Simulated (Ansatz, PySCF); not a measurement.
SbF4, SMILES [F][Sb+]([F])([F])[F], charge +1. Atoms are numbered in the order given.

```xyz
5

Sb     0.0000     0.0000     0.0000
F      1.0761     1.0751    -1.0758
F     -1.0761     1.0751     1.0758
F     -1.0761    -1.0751    -1.0758
F      1.0761    -1.0751     1.0758
```
Charge +1, spin multiplicity 1.

Coordinates come from a r2SCAN-D4/def2-SVP optimisation. The spin state was assumed, not searched. The isomer is the one that the SMILES or the coordinates give; other isomers of the formula were not compared. The def2 effective core potentials stand for the cores of Sb; spin–orbit coupling is left out.

Two levels are set side by side: PBE-D3(BJ)/def2-SVP (Ansatz, a program for electronic structure) and r2SCAN-D4/def2-SVP (Ansatz). Each level has its own optimised geometry; the coordinates shown are those of the second. Frequencies come from the Hessian of PySCF at each geometry. Differences are taken from unrounded values.

```csv
quantity,r2SCAN-D4,PBE-D3(BJ),PBE-D3(BJ) minus r2SCAN-D4
mean bond length (Å),1.863,1.884,0.021
bond Sb1–F2 (Å),1.863,1.884,0.021
bond Sb1–F3 (Å),1.863,1.884,0.021
bond Sb1–F4 (Å),1.863,1.884,0.021
bond Sb1–F5 (Å),1.863,1.884,0.021
highest harmonic wavenumber (cm⁻¹),743,711,-32
mean harmonic wavenumber (cm⁻¹),414,397,-18
zero-point energy (kcal/mol),5.33,5.10,-0.23
```
